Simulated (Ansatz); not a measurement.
Reaction (ligand exchange at a Ti–Br bond): `[F][Ti]([Cl])([Cl])[Br]` + H–F → `[F][Ti]([F])([Cl])[Cl]` + HBr

Gas-phase electronic energies from Ansatz, PBE0-D4/def2-TZVP geometries. CCSD(T)/CBS adds triple-zeta CCSD(T) − MP2 to the extrapolated MP2 energy (def2 sets, frozen cores). This one scheme is used for every species. DFT in def2-TZVPP. For Br, Ti outer-core shells are correlated without core-valence functions, which leaves a few kJ/mol of doubt a bond. Scalar relativity is left out up to krypton.

CCSD(T)/CBS gives -1.2 kcal/mol.

(1) Another level gave -3.4 kcal/mol. Which?
A. LC-ωPBE/def2-TZVPP
B. B2PLYP/def2-TZVPP
C. BHLYP/def2-TZVPP
D. r2SCAN0/def2-TZVPP

Largest T1 diagnostic among the species: 0.024, so the coupled-cluster value is less sure than usual.

## Answers

(1) B. B2PLYP -3.4, LC-ωPBE -9.3, r2SCAN0 -4.5, BHLYP -6.5 kcal/mol.

In def2-TZVPP, CCSD(T) changes the Hartree–Fock value by +4.8 kcal/mol (the triples alone add +2.1 kcal/mol) and MP2 by +9.0 kcal/mol. From PBE to PBE0 (25 % exact exchange), in def2-TZVPP and without D4, ΔE moves by +1.1 kcal/mol. The D4 term adds +1.9 kcal/mol with B3LYP and +1.0 kcal/mol with PBE0; it sums over pairs of atoms, weighted by their polarisabilities, and B3LYP, whose exchange is more repulsive, gets the larger term.

B3LYP here is the variant with VWN-RPA as its local correlation; programs differ in this.

CCSD(T)/CBS has its own doubt, a few kJ/mol and more with outer-core shells, so smaller differences from it don't rank the levels.
